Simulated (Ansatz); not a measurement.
Relaxation of ClH$_{4}$O$_{2}$Sn (8 atoms, charge 0, multiplicity 2), to a largest force component of 0.03 eV/Å in at most 50 steps.

These are results of UKS PBE/def2-SVP (Ansatz 0.2.0), not measurements.

```xyz
8
Properties=species:S:1:pos:R:3
Sn -0.188 0.004 0.147
H 0.017 0.115 1.871
Cl 1.935 -0.166 -0.914
O -1.153 1.630 -0.476
H -1.440 1.499 -1.402
O -1.322 -1.509 -0.513
H -0.873 -2.365 -0.356
H 0.192 0.095 3.720
```

Task: Where does it end, and by what steps?

Result: It converged. After 18 steps the energy has fallen by 1.602 eV; H2 moved furthest, 1.16 Å. Parted: Sn1–H2 (1.74 → 3.15 Å). Joined: H2–H8 (1.86 → 0.77 Å).

| step | energy less start (eV) | largest force component (eV/Å) | accepted |
| --- | --- | --- | --- |
| 0 | 0.0000 | 0.089 | yes |
| 1 | -0.0030 | 0.800 | yes |
| 2 | -0.0235 | 0.667 | yes |
| 3 | -0.1056 | 0.814 | yes |
| 4 | -0.4118 | 2.070 | yes |
| 5 | -1.0993 | 1.577 | yes |
| 6 | -1.0844 | 5.132 | no |
| 7 | -1.2856 | 0.978 | yes |
| 8 | -1.3817 | 0.408 | yes |
| 9 | -1.4656 | 0.417 | yes |
| 10 | -1.5262 | 0.252 | yes |
| 11 | -1.5608 | 0.235 | yes |
| 12 | -1.5782 | 0.280 | yes |
| 13 | -1.5808 | 0.311 | yes |
| 14 | -1.5850 | 1.043 | yes |
| 15 | -1.5915 | 0.264 | yes |
| 16 | -1.5987 | 0.139 | yes |
| 17 | -1.6011 | 0.030 | yes |
| 18 | -1.6018 | 0.015 | yes |

```xyz
8
Properties=species:S:1:pos:R:3
Sn -0.063 -0.068 -0.111
H 0.061 0.252 3.023
Cl 2.075 -0.352 -1.192
O -0.895 1.603 -0.900
H -1.855 1.439 -1.015
O -1.340 -1.517 -0.749
H -0.892 -2.387 -0.769
H 0.077 0.334 3.789
```

Whether the end is a true minimum wasn't checked by a vibrational analysis.

The run took 30 s on 4 threads of Arm Neoverse V1, on a shared host, peak memory 0.17 GiB.
